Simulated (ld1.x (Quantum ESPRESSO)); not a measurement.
**What the settings do to the TM potential of Si**

Base potential:

```
Element                 : silicon
Generator               : ld1.x (Quantum ESPRESSO) 7.5
Type                    : norm-conserving Troullier–Martins (Kleinman–Bylander form)
Functional              : Wu–Cohen
Relativity              : scalar-relativistic
Frozen core             : [Ne]
Valence charge          : 4
Reference configuration : 3s2 3p2
Partial waves           : 3s (bound): rc 1.80 bohr; 3d channel at 0.4 Ry: rc 2.00 bohr; 3p (bound): rc 2.35 bohr
Local potential         : the p channel
Core correction         : none
```

Cutoffs, loose and tight: the cutoffs (Ry, on a coarse ladder) from which the occupation-weighted sum of valence levels, in a spherical-Bessel basis at the reference potential, stays within 10 and 1 mRy of its value at 400 Ry. They do not see the model core or the augmentation charge, which bear on the density cutoff. Test errors are all-electron minus pseudo excitation energies from the reference, over the configurations 3s2 3p1; 3s2 3p0; 3s1 3p0; 3s0 3p4; 3s1 3p3; 3s2 3p2.3; 3s1 3p2. A dash means not determined; rows that change the core or the reference have their own tests.

A true bound ghost makes a file unfit for plane-wave use even where its test errors are small: the radial tests pick states by their node count and pass the ghost by.

```csv
change,outcome,"cutoff, loose","cutoff, tight",bound ghosts,largest test error (meV)
base,generated,15 Ry,35 Ry,none,+72
type RRKJ; local potential the s channel,generated,15 Ry,40 Ry,none,+103
core correction a·sin(br)/r model core inside 1.94 bohr,generated,15 Ry,35 Ry,none,+48
local potential all-electron potential smoothed inside 2.30 bohr (lloc = -1),generated,15 Ry,35 Ry,none,+82
functional PBE,generated,15 Ry,35 Ry,none,+66
wave 3d channel at 0.4 Ry: rc 2.00 bohr becomes 3d channel at -0.15 Ry: rc 2.00 bohr,generated,15 Ry,35 Ry,none,+72
wave 3d channel at 0.4 Ry: rc 2.00 bohr becomes 3d channel at 0.4 Ry: rc 2.70 bohr,generated,15 Ry,35 Ry,none,+72
wave 3s (bound): rc 1.80 bohr becomes 3s (bound): rc 1.10 bohr,generated,100 Ry,260 Ry,s,+163
wave 3p (bound): rc 2.35 bohr becomes 3p (bound): rc 1.58 bohr,generated,25 Ry,40 Ry,none,+70
```
